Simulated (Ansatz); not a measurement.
System: sum formula SiN3H5Cl, charge 0, multiplicity 2. It need not be the lowest isomer of its formula. 
Coordinates optimised at B3LYP-D3(BJ)/def2-TZVP (Ansatz, a program for electronic structure):
SMILES: [NH][Si](N)(N)Cl
```xyz
10

N      0.4311     1.4595    -1.1090
Si     0.0915    -0.0748    -0.3532
N      1.3933    -1.1539    -0.1979
N     -1.1129    -0.8694    -1.2497
Cl    -0.3861     0.4580     1.6055
H     -0.3895     2.0547    -1.2445
H      2.0278    -1.0731     0.5797
H      1.8482    -1.5205    -1.0194
H     -1.2671    -1.8594    -1.1429
H     -1.9166    -0.3936    -1.6245
```
Charge 0, spin multiplicity 2.

Total electronic energies in hartree. Cores are frozen in the correlated levels unless marked. UHF or UKS for open shells. No spin-orbit coupling. Non-relativistic. CBS marks a two-point X^-3 extrapolation of the correlation energy; Hartree-Fock from the larger set. The bracket is a focal-point correction in the basis named.

```
level                                                                 program  energy (Eh)
-------------------------------------------------------------  --------------  -----------
HF/cc-pV(T+d)Z                                                         Ansatz   -914.91556
BLYP-D3(BJ)/def2-TZVPD                                         Ansatz + dftd3   -917.10150
B3LYP-D4/def2-TZVPD                                            Ansatz + dftd4   -917.19472
PBE0-D3(BJ)/def2-TZVP                                          Ansatz + dftd3   -916.68420
PBE0-D4/def2-TZVP                                              Ansatz + dftd4   -916.68414
PBE0/def2-QZVPP                                                        Ansatz   -916.71487
r2SCANh-D4/def2-TZVPD                                          Ansatz + dftd4   -916.99190
LC-wPBE-D4/def2-TZVPD                                          Ansatz + dftd4   -916.83695
SCS-MP2/cc-pV(T+d)Z                                                    Ansatz   -915.80538
SCS-MP2/cc-pwCVTZ                                                      Ansatz   -915.82310
CCSD/STO-3G                                                            Ansatz   -904.57630
CCSD/CBS(cc-pV(T+d)Z,cc-pV(Q+d)Z)                                      Ansatz    -915.9961
CCSD(T)/cc-pwCVTZ                                                      Ansatz   -915.91699
RI-MP2/CBS(cc-pV(T+d)Z,cc-pV(Q+d)Z)+[CCSD(T)-MP2]/cc-pV(D+d)Z          Ansatz    -916.0346
CCSD(T)/CBS(cc-pV(T+d)Z,cc-pV(Q+d)Z)                                   Ansatz    -916.0430
```

Totals of different functionals don't rank their quality; only differences between species are comparable.
